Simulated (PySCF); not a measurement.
A GIAO shielding run with PySCF (density fitting, non-relativistic, gas phase) on `[SiH3][C@@H]([SiH2]Cl)[SiH2]N([SiH3])[SiH3]`, CH₁₄ClNSi₅:

```
$ OMP_NUM_THREADS=1 python probes_run.py task.json out

{"job": {"kind": "nmr", "xc": "PBE0", "basis": "pcSseg-1"}, "charge": 0, "multiplicity": 1}
Si    -2.932845    -0.904084    -0.772184
C     -1.323281     0.059731    -0.451764
Si    -1.449971     1.276856     0.994141
Cl    -1.700230     0.261864     2.715037
Si     0.154475    -1.129470    -0.303257
N      1.632781    -0.227291    -0.093618
Si     2.470588    -0.313536     1.432685
Si     2.109002     0.894396    -1.336093
H     -3.242098    -1.785038     0.353095
H     -4.037439     0.042340    -0.968826
H     -2.785186    -1.709481    -1.986922
H     -1.138152     0.670433    -1.339950
H     -0.259516     2.112417     1.150838
H     -2.620942     2.145336     0.837014
H      0.290360    -1.915280    -1.537408
H      0.005127    -2.023738     0.845002
H      3.712930     0.441398     1.287923
H      1.647724     0.269567     2.495562
H      2.745368    -1.723741     1.709581
H      3.569043     0.932959    -1.373632
H      1.567542     0.409891    -2.606238
H      1.574308     2.233857    -1.051835
```

Hardware: 1 thread of an AMD EPYC, shared host. The job also computes population analyses, field gradients.

**Question.** How large is the calculation?

**Answer.** 114 electrons, 248 basis functions and 1429 auxiliary functions.

**Question.** How long does it take, and how much memory does it need?

**Answer.** 2.2 min of wall time, with 13 SCF cycles and 4 response iterations; peak memory 1.1 GiB. Times on a shared host scatter by some tens of per cent.
